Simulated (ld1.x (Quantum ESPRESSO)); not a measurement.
# scandium (Sc): one change to a TM potential, before and after

* Element: scandium (Sc)
* Generator: ld1.x (Quantum ESPRESSO) 7.5
* Type: norm-conserving Troullier–Martins (Kleinman–Bylander form)
* Functional: Wu–Cohen
* Relativity: scalar-relativistic
* Frozen core: [Ar]
* Valence charge: 3
* Reference configuration: 3d1.5 4s1.5 4p0
* Partial waves: 4p (bound, empty): rc 3.10 bohr; 3d (bound): rc 2.35 bohr; 4s (bound): rc 2.20 bohr
* Local potential: the s channel
* Core correction: Bessel-smoothed model core inside 1.85 bohr

Change: reference 3d1 4s1.75 4p0.25.

Cutoffs: the cutoffs (Ry, on a coarse ladder) from which the occupation-weighted sum of valence levels, in a spherical-Bessel basis at the reference potential, stays within 10 and 1 mRy of its value at 400 Ry; they do not see the model core or the augmentation charge, which bear on the density cutoff. Errors are all-electron minus pseudo energies relative to the spin-unpolarised reference configuration.

Problem. What does the change do?

Solution. The potential gets neither clearly harder nor softer (35 Ry and 45 Ry → 35 Ry and 45 Ry); the number of tests with a reliable result goes from 7 to 6; neither file shows a bound ghost.

| quantity | base | changed |
| --- | --- | --- |
| cutoff, loose | 35 Ry | 35 Ry |
| cutoff, tight | 45 Ry | 45 Ry |
| bound ghosts | none | none |
| tests with a reliable result | 7 of 7 | 6 of 7 |
| s: phases at 3.36 bohr within 0.05 rad from the reference energy up to (Ry; the scan ends near 5) | 0.6 | 0.7 |
| p: phases at 3.36 bohr within 0.05 rad from the reference energy up to (Ry; the scan ends near 5) | 2.7 | 2.7 |
| d: phases at 3.36 bohr within 0.05 rad from the reference energy up to (Ry; the scan ends near 5) | 0.5 | 0.4 |
